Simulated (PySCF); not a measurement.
Tc³⁵⁺: ionisation energy

Tc³⁵⁺ [He] 2s2 2p4 [2p1/2^2 2p3/2^2, M_J = 2] → Tc³⁶⁺ [He] 2s2 2p3 [2p1/2^2 2p3/2^1, M_J = 3/2], as a difference of total energies. Calculation: PySCF 2.14, in an uncontracted even-tempered set (17 s from 15 bohr⁻², ratio 2.4; 12 p from 19 bohr⁻², ratio 2.4; 5 d from 70 bohr⁻², ratio 2.6; 4 f from 110 bohr⁻², ratio 2.6); the two-component X2C-1e Hamiltonian. Correlated levels: nothing frozen; the 32 highest virtual spinors dropped. "Screened" scales the spin-orbit matrix elements by Boettger's factors to mimic the two-electron term; Breit and QED terms are absent.

```csv
method,ionisation energy (eV)
GHF (spin-free),4887.3
GMP2 (spin-free),4889.0
GHF (screened spin-orbit),4874.4
GMP2 (screened spin-orbit),4874.1
```

For this ion Breit and QED terms and the two-electron picture change, all absent here, outweigh the correlation shift from GHF to GMP2.

The spin-free rows relax to the high-spin LS determinant and lack the spin-orbit shift.

The labels give the starting determinants; with spin-orbit coupling the two ends relaxed to ⟨J²⟩ = 6.00, ⟨L²⟩ = 3.05, ⟨S²⟩ = 1.48 and ⟨J²⟩ = 3.75, ⟨L²⟩ = 2.12, ⟨S²⟩ = 1.72.

For comparison: 4874 ± 10 eV (semi-empirical (NIST evaluation); NIST Atomic Spectra Database, ionization energies).
